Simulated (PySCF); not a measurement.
Working out the ionisation energy of Ag²⁺

Ag²⁺ [Kr] 4d9 (2D) → Ag³⁺ [Kr] 4d8 (3F). Calculation: PySCF 2.14, in aug-cc-pVDZ-PP with ECP28MDF; a scalar-relativistic core potential. Frozen: 4s2 4p6. Energies in hartree (1 hartree = 27.21139 eV):

```csv
part,Ag²⁺ (lower),Ag³⁺ (upper)
UHF,-145.095447,-143.885850
CCSD correlation,-0.220278,-0.166130
(T),-0.003098,-0.001469
```

Q: What does Hartree-Fock give?

A: (-143.885850) − (-145.095447) = 1.209597 hartree = 32.915 eV.

Q: What do CCSD and CCSD(T) give?

A: The CCSD correlation energies differ by 0.054148 hartree = 1.473 eV and the triples by 0.001629 hartree = 0.044 eV, so CCSD gives 34.388 eV and CCSD(T) 34.432 eV.

Reference: 34.8 ± 0.3 eV (semi-empirical (NIST evaluation); NIST Atomic Spectra Database, ionization energies), between the lowest levels; spin-orbit coupling is absent from the calculation.

A double-zeta basis recovers only part of the correlation energy.

What remains against the reference includes basis incompleteness, the frozen core and higher excitations.
